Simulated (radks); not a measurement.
Q: All-electron atom: Ar+ in [Ne] 3s2 3p5 (the NIST ground configuration). Method: non-relativistic Kohn-Sham, PBE, spin-polarised, spherical densities, point nucleus; open shells are filled with parallel spins first; computed with a radial shooting solver on a logarithmic mesh with Libxc functionals. Some entries of the table are withheld. Estimate them.

orbital,occ.,eigenvalue (eV),<1/r> (bohr^-1)
1s up,1,-3120.826,17.55
1s down,1,-3120.621,17.55
2s up,1,(1),3.526
2s down,1,(2),3.525
2p up,3,(3),3.445
2p down,3,(4),3.444
3s up,1,(5),1.009
3s down,1,(6),1.007
3p up,3,-22.6175,0.8797
3p down,2,-21.5669,0.8735

A: 
(1) 2s up eigenvalue (eV): -308.6695
(2) 2s down eigenvalue (eV): -308.4904
(3) 2p up eigenvalue (eV): -243.7856
(4) 2p down eigenvalue (eV): -243.5254
(5) 3s up eigenvalue (eV): -36.9770
(6) 3s down eigenvalue (eV): -35.8458
